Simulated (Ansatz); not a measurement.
Cd6H18Se6. The state is a triplet with charge 0. Geometry r2SCAN-D4/def2-SVP, that of the neutral singlet.

```xyz
30

Se    2.608   -1.448    2.164
Cd    2.859   -1.795   -0.486
Cd   -2.142   -2.657    0.153
Se   -0.109   -1.938   -1.445
Se    3.489    0.782   -0.894
Cd   -1.174   -0.209   -3.201
Cd    0.761    0.118    3.323
Se   -1.778   -0.416    1.587
Se    1.773    2.347    2.221
Cd    1.839    2.844   -0.416
Cd   -3.057    1.507    0.219
Se   -0.921    1.756   -1.389
H    -0.049   -3.514    1.737
H     2.125   -2.777    2.565
H     3.263   -3.176   -1.378
H    -0.502   -4.124    1.793
H    -3.247   -3.918    0.178
H    -0.062   -3.132   -2.303
H     3.545    0.817   -2.362
H     1.492    0.381   -3.601
H     1.264    0.343   -4.327
H    -1.827   -0.329   -4.740
H    -0.115   -0.097    4.755
H    -2.783   -0.653    2.636
H     0.780    3.338    2.659
H    -1.504    3.112    1.841
H     1.619    4.293   -1.264
H    -4.589    2.187    0.274
H    -2.172    3.473    1.912
H    -1.387    2.883   -2.211
```

In the def2 sets Cd takes a core potential; there is no spin–orbit coupling. Single mean-field runs in def2-TZVP are fitted with def2-universal-jkfit. At PBE-D4/def2-TZVP the gap within one spin of the charge 0 triplet nearly closes, so an electron or hole may be smeared out by delocalisation error. In the triplet geometry the species has come apart into loosely held pieces. At PBE0-D4/def2-TZVP a singlet of charge 0 lies 4.49 eV below the triplet at the same geometry.

(1) Estimate the α-spin orbital energies around the gap (eV) in Ansatz with PBE-D4/def2-TZVP, PBE0-D4/def2-TZVP.

Results:

(1) 
| orbital | PBE-D4/def2-TZVP | PBE0-D4/def2-TZVP |
| --- | --- | --- |
| HOMO−5 | -6.78 | -7.89 |
| HOMO−4 | -6.62 | -7.78 |
| HOMO−3 | -6.58 | -7.76 |
| HOMO−2 | -6.49 | -7.63 |
| HOMO−1 | -6.30 | -7.43 |
| HOMO | -2.44 | -2.71 |
| LUMO | -2.16 | -1.50 |
| LUMO+1 | -1.99 | -1.25 |
| LUMO+2 | -1.94 | -1.20 |
| LUMO+3 | -1.82 | -1.16 |
| LUMO+4 | -1.79 | -1.06 |
| LUMO+5 | -1.65 | -0.93 |
| β HOMO | -6.17 | -7.22 |
| β LUMO | -6.23 | -6.39 |
